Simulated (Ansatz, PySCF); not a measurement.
Breaking a bond: SMILES CF (CH₃F). The C1–H5 bond (C1 also carries F, H, H; H5 carries nothing else) is varied alone, starting from the PBE0/def2-TZVP optimised geometry. Each curve is given relative to its own lowest point near equilibrium.

| R / Å | A | B | C |
|---|---|---|---|
| 0.87 | 34.8 | 31.8 | 34.8 |
| 0.92 | 19.3 | 17.0 | 19.5 |
| 0.98 | 7.7 | 6.2 | 8.1 |
| 1.03 | 2.5 | 1.7 | 2.7 |
| 1.06 | 0.8 | 0.4 | 1.0 |
| 1.09 | 0.0 | 0.0 | 0.1 |
| 1.13 | 0.1 | 0.7 | 0.0 |
| 1.16 | 0.9 | 1.9 | 0.6 |
| 1.18 | 1.7 | 3.0 | 1.3 |
| 1.27 | 7.4 | 10.1 | 6.4 |
| 1.34 | 13.5 | 17.3 | 12.0 |
| 1.48 | 27.5 | 33.8 | 24.9 |
| 1.65 | 44.8 | 54.9 | 41.4 |
| 1.79 | 57.9 | 71.7 | 54.3 |
| 1.93 | 69.4 | 87.4 | 66.1 |
| 2.20 | 86.2 | 114.4 | 85.4 |
| 2.41 | — | 132.3 | 95.1 |
| 2.65 | — | 149.9 | 100.8 |
| 3.00 | — | 171.0 | 104.3 |
| 3.28 | — | 184.6 | 105.4 |
| 3.85 | — | 205.2 | 106.2 |

Energies in kcal/mol.

### Question
Which curve belongs to which method? The methods are RHF/cc-pVDZ (PySCF); CCSDT on UHF/cc-pVDZ, frozen core in Ansatz (a first-principles code); PySCF with unrestricted PBE/cc-pVDZ.

### Answer
A is UCCSDT; B is RHF; C is UKS-PBE.

A dash means that the run gave no value there, or that the column was ended at a point which the program doubted or which failed a test of continuity chosen for this set; such a test can also cut sound points.

The unrestricted determinant behind UCCSDT is spin-contaminated at 1.65 to 3.85 Å (<S²> up to 1.0, against 0.00 for a pure singlet). The restricted form behind RHF keeps the bonding electrons paired and can't separate into open-shell fragments. The unrestricted determinant behind UKS-PBE is spin-contaminated at 2.20 to 3.85 Å (<S²> up to 1.0, against 0.00 for a pure singlet).
